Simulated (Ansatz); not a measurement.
Frontier orbitals of `O[CH]1C[NH][AlH]1`.

Charge 0, multiplicity 1. All single points use the PBE0-D4/def2-TZVP geometry. It is one conformer, not always the lowest. Basis def2-TZVPP, the Gaussian-basis code of Ansatz.

| functional | HOMO (eV) | LUMO (eV) | gap (eV) |
| --- | --- | --- | --- |
| LDA (SPW92) | -5.12 | -1.63 | 3.49 |
| PBE | -4.99 | -1.41 | 3.58 |
| revPBE | -4.93 | -1.32 | 3.61 |
| BLYP | -4.90 | -1.31 | 3.59 |
| r2SCAN | -5.21 | -1.10 | 4.11 |
| PBE0 | -6.31 | -0.66 | 5.65 |
| r2SCANh | -5.71 | -0.85 | 4.86 |
| ωB97X-V | -8.67 | 1.19 | 9.86 |
| ωB97M-V | -8.57 | 0.90 | 9.47 |

From PBE to PBE0 the HOMO moves by −1.32 eV and the LUMO by +0.75 eV, and with ωB97M-V by −3.58 and +2.32 eV, so the gap grows from 3.57 to 9.47 eV with exact exchange. A positive LUMO is unbound and depends on the basis.
